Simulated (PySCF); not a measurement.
**Identify the compound**

An unknown has the formula C₆H₁₀N₂Si. Its calculated NMR data are:

1H NMR (300 MHz, computed): δ 7.61 (m, 1H), 7.08 (m, 1H), 6.60 (m, 1H), 5.14 (m, 1H), 5.03 (m, 1H), 4.31 (m, 1H), 3.21 (m, 1H), 2.69 (m, 1H), 1.58 (m, 1H), 1.48 (m, 1H).

13C{1H} NMR (computed): δ 137.4, 133.5, 123.1, 46.5, 37.1, 4.1.

How the numbers were obtained: coordinates at the GFN2-xTB level, GIAO PBE0/pcSseg-1 shieldings, in PySCF 2.14 (relativity neglected, one computed conformer, gas phase).

Shifts are taken against calculated references (same method and geometry level): 1H (σref 31.72) and 13C (σref 186.93) against TMS.

Q: Choose the structure that fits.
A. CN(C)[C@@H]1C=C[Si@H]1C#N
B. CCc1ccc([SiH3])nn1
C. c1cn([C@@H]2CC[SiH2]2)cn1

A: C. 

1. The formula gives 4 degrees of unsaturation (2 rings in the answer).
2. 6 carbon signals for 6 carbons: no two carbons are equivalent.
3. Carbon types of the structure: 4 × CH, 2 × CH2, leaving 2 H on heteroatoms.
4. δC 137.4: aromatic CH between two ring heteroatoms.
5. δC 133.5, 123.1: aromatic CH next to a ring nitrogen.
6. δC 37.1: sp3 CH2 in a ring; saturated and bonded to C and H only.
7. δC 4.1: sp3 CH2 bonded to Si; an electropositive neighbour leaves it electron-rich and shielded.
8. δH 4.31: hydrogen on an sp3 CH bonded to N and Si; its carbon carries N, which withdraws density.

The others: CCc1ccc([SiH3])nn1 would give 5 signals for carbon-bound and other non-exchanging H, not 10; CN(C)[C@@H]1C=C[Si@H]1C#N would give 5 carbon signals, not 6.

Shifts are as computed. Against solution values, carbons near 30 ppm lie about +3 ppm off and those near 130 ppm about +5 ppm. Of 1211 compounds with measured shifts, 218 miss one by over three times the rms of a fit or turn the order of signals round; such compounds aren't used in these exercises. Multiplicities follow the n + 1 count of equivalent neighbours, as no J values were calculated; m marks all less simple cases, F and P coupling included.
